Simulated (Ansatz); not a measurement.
`[CH3][SnH]([NH2])[Cl]` + `C#C` → `C#[C][SnH]([CH3])[Cl]` + NH₃ at 500 K and 1 bar (formal exchange of groups at the Sn–N bond).

Calculated with Ansatz (gas phase, PBE0-D4/def2-TZVP geometries, no zero-point term in ΔE). CCSD(T)/CBS adds triple-zeta CCSD(T) − MP2 to the extrapolated MP2 energy (def2 sets, frozen cores). This one scheme is used for every species. def2 core potentials past Kr. For Sn outer-core shells are correlated without core-valence functions, which leaves a few kJ/mol of doubt a bond. One conformer a species, not always the lowest.

| species | CCSD(T)/CBS energy (Eh) | H − E (kJ/mol) | S (J/(mol·K)) |
| --- | --- | --- | --- |
| `[CH3][SnH]([NH2])[Cl]` | -770.22867 | 231.1 | 443.5 |
| `C#C` | -77.22717 | 90.7 | 225.3 |
| `C#[C][SnH]([CH3])[Cl]` | -790.95511 | 216.7 | 455.8 |
| NH₃ | -56.50880 | 108.2 | 211.8 |

H − E and S are ideal-gas, rigid-rotor, harmonic terms from PBE0-D4/def2-TZVP, for one conformer and one mirror image of each species. 1 Eh = 2625.50 kJ/mol, R = 8.31446 J/(mol·K).

Q: By hand: ΔE, ΔH, ΔS and ΔG.

A: ΔE = (-790.95511) + (-56.50880) − (-770.22867) − (-77.22717) = -0.00807 Eh = -21.2 kJ/mol. Δ(H − E) = 216.7 + 108.2 − 231.1 − 90.7 = 3.1, so ΔH = -18.1 kJ/mol. ΔS = 455.8 + 211.8 − 443.5 − 225.3 = -1.2 J/(mol·K). ΔG = -18.1 − 500 × (-1.2)/1000 = -17.5 kJ/mol.

Q: By hand: the equilibrium constant, and the temperature at which ΔG would vanish if ΔH and ΔS stayed fixed.

A: log₁₀ K = −ΔG/(RT ln 10) = 1.8. ΔG = 0 at ΔH/ΔS = 15083 K, far beyond where these terms or the molecules hold.

The number of gas molecules stays the same, so ΔS is small and ΔH decides. A doubt of 5 kJ/mol in ΔE shifts log₁₀ K by 0.5 here. Other conformers and mirror images would add mixing entropy, several J/(mol·K) or more a flexible species. These are equilibria of isolated gas molecules and say nothing of rates. Largest T1 diagnostic: 0.013 (customary marks: 0.02 for closed shells, 0.045 for open ones).
